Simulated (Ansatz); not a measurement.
The cluster Ti₂O₂⁺. Total charge 1; doublet. Geometry PBE-D4/def2-SVP; atoms count from 1.

Cartesian coordinates in Å:
```
Ti 0.347 0.256 -1.080
Ti -0.548 -0.662 0.783
O 1.200 -0.481 0.340
O -0.998 0.887 -0.043
```

The relaxed charge 1 doublet is spin-contaminated (final ⟨S²⟩ up to 1.20, 0.75 for a pure state). No other spin state of charge 1 was run. The structure comes from a short search, and lower isomers may exist.

(1) Estimate the Mulliken populations from the PBE0/def2-TZVP orbitals of Ansatz.

(2) Where does the spin sit?

(3) And the Mayer bond orders between bonded heavy atoms (over 0.3)?

Answers

(1) 
```tsv
atom	charge (e)	spin (α − β)	d electrons
Ti1	1.14	-0.41	2.35
Ti2	1.12	1.38	2.40
O3	-0.63	0.02	–
O4	-0.63	0.02	–
```
Mulliken values and Mayer orders depend strongly on the basis.

(2) Summed by element: Ti 0.97, O 0.03, of 1 unpaired in all. Largest on single atoms: Ti2 1.38, Ti1 -0.41, O4 0.02.

(3) Ti1–Ti2 1.01 (2.26 Å); Ti1–O3 1.12 (1.81 Å); Ti1–O4 1.12 (1.81 Å); Ti2–O3 1.01 (1.81 Å); Ti2–O4 1.00 (1.81 Å).
